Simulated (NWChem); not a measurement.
Everything below was run with NWChem. System: DMF (C$_{3}$H$_{7}$NO), charge 0, spin multiplicity 1, at a geometry optimised with B3LYP/def2-SVP. Level: G0W0@LDA (SVWN5)/def2-TZVP, RI basis def2-tzvp-rifit.

Part of the output:

```
             Northwest Computational Chemistry Package (NWChem) 7.3.0
             --------------------------------------------------------

                                NWChem Input Module
                                -------------------

 Scaling coordinates for geometry "geometry" by  1.889725989
 (inverse scale =  0.529177249)

 Turning off AUTOSYM since
 SYMMETRY directive was detected!

                             Geometry "geometry" -> ""
                             -------------------------

 Output coordinates in angstroms (scale by  1.889725989 to convert to a.u.)

  No.       Tag          Charge          X              Y              Z
 ---- ---------------- ---------- -------------- -------------- --------------
    1 C                    6.0000    -1.74519500     0.23755200     0.00000000
    2 N                    7.0000    -0.30146800     0.17571700     0.00000000
    3 C                    6.0000     0.43560500     1.42371300     0.00000000
    4 C                    6.0000     0.36963600    -1.01591900     0.00000000
    5 O                    8.0000     1.57519900    -1.15106000     0.00000000
    6 H                    1.0000    -2.16158400    -0.78069600     0.00000000
    7 H                    1.0000    -2.12699300     0.76615600     0.89251300
    8 H                    1.0000    -2.12699300     0.76615600    -0.89251300
    9 H                    1.0000     1.50735100     1.18753700     0.00000000
   10 H                    1.0000     0.19549500     2.02603900    -0.89427600
   11 H                    1.0000     0.19549500     2.02603900     0.89427600
   12 H                    1.0000    -0.33436000    -1.88483800     0.00000000

 Effective nuclear repulsion energy (a.u.)     181.2276492900

            Nuclear Dipole moment (a.u.)
            ----------------------------
        X                 Y               Z
 ---------------- ---------------- ----------------
     0.0000056692     0.0000151178     0.0000000000

      Symmetry information
      --------------------

 Group name             Cs
 Group number              2
 Group order               2
 No. of unique centers    10

      Symmetry unique atoms

     1    2    3    4    5    6    7    9   10   12


 Summary of "ao basis" -> "" (spherical)
 ------------------------------------------------------------------------------
       Tag                 Description            Shells   Functions and Types
 ---------------- ------------------------------  ------  ---------------------
[...]
   158     -1.742308   6 H  s                 5      1.664784   1 C  s
   194     -1.512232  12 H  s                98      1.322157   4 C  s
    67     -1.291433   3 C  s                36     -1.044238   2 N  s
   182      0.916616  10 H  s               188      0.916616  11 H  s
    13     -0.692390   1 C  py               75     -0.654516   3 C  py

 center of mass
 --------------
 x =   0.12428749 y =  -0.10522689 z =   0.00000000

 moments of inertia (a.u.)
 ------------------
         275.238143857452         106.634972678680           0.000000000000
         106.634972678680         359.371534516326           0.000000000000
           0.000000000000           0.000000000000         611.629163350783

     Multipole analysis of the density
     ---------------------------------

     L   x y z        total         alpha         beta         nuclear
     -   - - -        -----         -----         ----         -------
     0   0 0 0     -0.000000    -20.000000    -20.000000     40.000000

     1   1 0 0     -1.360552     -0.680279     -0.680279      0.000006
     1   0 1 0      0.767065      0.383525      0.383525      0.000015
     1   0 0 1     -0.000000     -0.000000     -0.000000      0.000000

     2   2 0 0    -25.553177   -114.372847   -114.372847    203.192518
     2   1 1 0      3.117816     27.011269     27.011269    -50.904722
     2   1 0 1      0.000000      0.000000      0.000000      0.000000
     2   0 2 0    -23.025225    -90.905474    -90.905474    158.785723
     2   0 1 1      0.000000      0.000000      0.000000      0.000000
     2   0 0 2    -23.488932    -17.444988    -17.444988     11.401044

 Task  times  cpu:       34.4s     wall:       34.4s

                                NWChem Input Module
                                -------------------

                                 NWChem GW Module
                                 ----------------

                             ***********************
                             ***        GW       ***
                             ***********************

 Summary of "ri basis" -> "ri basis" (spherical)
 ------------------------------------------------------------------------------
       Tag                 Description            Shells   Functions and Types
 ---------------- ------------------------------  ------  ---------------------
 C                      def2-tzvp-rifit             22       76   8s6p4d3f1g
 N                      def2-tzvp-rifit             22       76   8s6p4d3f1g
 O                      def2-tzvp-rifit             22       76   8s6p4d3f1g
 H                      def2-tzvp-rifit              7       15   4s2p1d

                 Memory Information
                 ------------------
          Available GA per process is          1699.7 MBs
          Available stack per process is        700.0 MBs
          Available heap per process is           0.0 MBs

          Peak memory in Initialization
              Peak GA per process is                 18.2 MBs
              Peak stack per process is               0.5 MBs
              Peak heap per process is               18.7 MBs
              Memory not in MA per process            0.0 MBs

          Peak memory in CDGW Calculation
              Peak GA per process is                 22.0 MBs
              Peak stack per process is               3.6 MBs
              Peak heap per process is                4.1 MBs
              Memory not in MA per process            0.0 MBs

          Computing 2-center integrals
          Computing Inverse Cholesky factor
          Computing 3-center integrals
          Computing Vxc

          Computing Sigma_x
          Computing W(iw) on the imaginary grid
          Solving quasiparticle equations

                  Alpha Orbitals
          State     Energy (eV)     Error (eV)
          -----------------------------------
@GW        17        -13.091           0.002
@GW        18        -11.361           0.003
@GW        19         -8.992           0.002
@GW        20         -8.897           0.002
@GW        21          2.375           0.003
@GW        22          2.568           0.002

     GW Timing Statistics
   ------------------------
   Init.   :          0.1s
     ERIs  :          1.9s
     Distr.:          0.0s
     Vxc   :          0.2s
   Vmo     :          0.0s
   iW      :          2.9s
   I_n     :          0.0s
   R_n     :          0.4s
   GW total:          5.4s

 Task  times  cpu:        5.4s     wall:        5.4s

 Total times  cpu:       39.8s     wall:       39.8s
```

Problem. Write an NWChem input that would produce this output.

Solution. Several could match; the one computed here: 
```
start mol
memory heap 200 mb stack 700 mb global 1700 mb
geometry units angstroms nocenter noautoz
  C     -1.745195     0.237552     0.000000
  N     -0.301468     0.175717     0.000000
  C      0.435605     1.423713     0.000000
  C      0.369636    -1.015919     0.000000
  O      1.575199    -1.151060     0.000000
  H     -2.161584    -0.780696     0.000000
  H     -2.126993     0.766156     0.892513
  H     -2.126993     0.766156    -0.892513
  H      1.507351     1.187537     0.000000
  H      0.195495     2.026039    -0.894276
  H      0.195495     2.026039     0.894276
  H     -0.334360    -1.884838     0.000000
  symmetry group Cs
end
basis spherical
  * library def2-tzvp
end
basis "ri basis" bse spherical
  * library def2-tzvp-rifit
end
dft
  xc slater vwn_5
  iterations 100
  direct
  tolerances tight
end
task dft energy
gw
  method cdgw
  states alpha occ 4 vir 2
end
task dft gw
```
